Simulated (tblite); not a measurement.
Isomers of C5H15NOSi. Method: GFN2-xTB as coded in tblite; computed harmonic values from a numerical Hessian at the method's own geometry, unscaled. Errors from tens to a few hundred cm⁻¹ against measured bands are possible. Modes of hydrogen on silicon can be 10 to 20 % off. One conformer each.

Electronic energies: GFN2-xTB at the same geometries; isomer energies are rough at this level and their order can be wrong.

```tsv
SMILES	electronic energy, lowest = 0 (kcal/mol)
CC[C@@H](C)[Si@H](O)NC	11.0
CC(C)O[SiH2]N(C)C	0.0
CO[SiH2]CCN(C)C	28.0
```

Problem. How do GFN2-xTB zero-point energies change the relative energies?

Solution. 
```csv
SMILES,ZPE (kcal/mol),of it from modes above 1550 cm⁻¹,electronic (kcal/mol),"with ZPE, lowest = 0 (kcal/mol)",lowest mode (cm⁻¹),rings
CC(C)O[SiH2]N(C)C,122.1,61.8,0.0,0.0,22,0
CC[C@@H](C)[Si@H](O)NC,123.7,64.8,11.0,12.6,37,0
CO[SiH2]CCN(C)C,121.8,61.3,28.0,27.7,29,0
```

The zero-point energies span 1.9 kcal/mol, from `CO[SiH2]CCN(C)C` to `CC[C@@H](C)[Si@H](O)NC`. The order is unchanged.
